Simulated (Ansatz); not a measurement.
```xyz
7

C     0.0046   -0.0425   -0.7984
C     0.0267    0.6347    0.5115
C    -0.0214   -0.6726    0.5459
H     0.9103   -0.0213   -1.4568
H    -0.9419    0.0135   -1.5459
H     0.0217    1.5631    1.0179
H    -0.0048   -1.5365    1.0000
```

Basis set: STO-3G (spherical functions). Left uncorrelated: 3 orbitals. Charge 0, multiplicity 1.

Computed with Ansatz (development build ahead of 0.2.0); each method stands on the lowest determinant of its kind that the runs found. Restricted open shells among the atoms or ions are ROHF, correlated in semicanonical orbitals with singles.

Question: Give the atomization energy at this shape (free ground-state atoms in the same class of orbitals less the molecule, no zero-point energy) of singlet C3H4 by RHF-MP2, RHF.

Answer:

| method | atomization energy |
| --- | --- |
| RHF-MP2 | 668.73 kcal/mol |
| RHF | 573.71 kcal/mol |

Caution: the shape is not the minimum.

This basis has no polarisation functions and is too small for such energies, which can lie far from measured ones in either direction.
